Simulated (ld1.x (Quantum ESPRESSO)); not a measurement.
Ca: excitation energies, all-electron against TM

```
Element                 : Ca (Z = 20)
Generator               : ld1.x (Quantum ESPRESSO) 7.5
Type                    : norm-conserving Troullier–Martins (Kleinman–Bylander form)
Functional              : PBE
Relativity              : scalar-relativistic
Frozen core             : [Ne]
Valence charge          : 10
Reference configuration : 3s2 3p6 3d0 4s0.5 4p0 (charge +1.5)
Partial waves           : 3s (bound): rc 1.00 bohr; 3d (bound, empty): rc 3.15 bohr; 3p (bound): rc 1.15 bohr
Local potential         : the p channel
Core correction         : none
```

Occupied shells without a wave of their own: 4s. They enter only through the test configuration that unscreens the potential.

Energies are relative to the spin-unpolarised reference configuration 3s2 3p6 3d0 4s0.5 4p0; without spin polarisation the order of configurations can differ from experiment. The frozen-core shift is the all-electron ΔE with the core orbitals held at their reference shape minus the fully relaxed ΔE.

```tsv
valence configuration	charge	ΔE all-electron (eV)	error AE − PS (meV)	frozen-core shift (meV)
3s2 3p6 3d0 4s2 4p0	0	-11.493	+33	-0.1
3s2 3p6 3d0 4s1 4p0	+1	-5.184	+15	-0.1
3s2 3p6 3d0 4s0 4p0	+2	6.637	-22	+0.1
3s2 3p6 3d0 4s0 4p2	0	-6.542	-2.2	-0.1
3s2 3p6 3d0.5 4s1.5 4p0	0	-10.440	+52	+0.7
3s2 3p5 3d0 4s2 4p0	+1	23.175	+86	+4.6
3s2 3p6 3d1 4s1 4p0	0	-9.211	+85	+1.3
```

Levels in the configuration 3s2 3p6 3d0 4s2 4p0:

```
level  all-electron (eV)  pseudo (eV)
   3s            -47.092      -47.061
   3p            -28.008      -27.979
   4s             -3.766       -3.777
```

A variational frozen-core shift is positive and of second order in the change. This column holds negative values, so the frozen-core run of ld1.x carries numerical noise or an error of first order here, and the column gives no more than the rough size of the effect.
